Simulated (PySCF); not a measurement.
# Dipole response of K (potassium, neutral)

[Ar] 4s1, 2S determinant. All numbers are calculated (PySCF 2.14, the non-relativistic Hamiltonian (point nucleus), in dyall-av3z). Coupled (time-dependent) response in atomic units; α is the mean over directions.

```json
{"method": "UHF", "mean α (bohr³)": "415.6", "C₆ (like pair)": "6595", "S(−4)": "167000"}
{"method": "PBE", "mean α (bohr³)": "329.0", "C₆ (like pair)": "4661", "S(−4)": "105500"}
{"method": "PBE0", "mean α (bohr³)": "353.3", "C₆ (like pair)": "5181", "S(−4)": "121300"}
{"method": "r2SCAN0", "mean α (bohr³)": "312.9", "C₆ (like pair)": "4364", "S(−4)": "93920"}
{"method": "BLYP", "mean α (bohr³)": "265.0", "C₆ (like pair)": "3397", "S(−4)": "68460"}
```

S(−4) is the Cauchy moment in α(ω) = α(0) + S(−4) ω² + …

Reference α: 289.7 ± 0.3 bohr³ (recommended; Schwerdtfeger and Nagle, table of static dipole polarizabilities (2023 update)). Published C₆: 3923 (Chu and Dalgarno (2004); Tang, Norbeck and Certain (1976)).

Hartree-Fock lies above the reference because it lacks correlation, which contracts the outer shell.

α(iu) at UHF:

```
u (hartree)  α(iu) (bohr³)
          0          415.6
     0.0500          208.7
      0.100          86.39
      0.200          29.06
      0.300          15.95
      0.500          8.380
      0.750          5.332
       1.00          3.830
       1.50          2.265
       2.00          1.482
       3.00         0.7670
       5.00         0.3144
```

A single London oscillator, α(iu) = α/(1 + u²/ω²), gives C₆ = (3/4) ω α². Matching the computed C₆ needs ω = 4 × 6595 / (3 × 415.6²) = 0.0509 hartree.
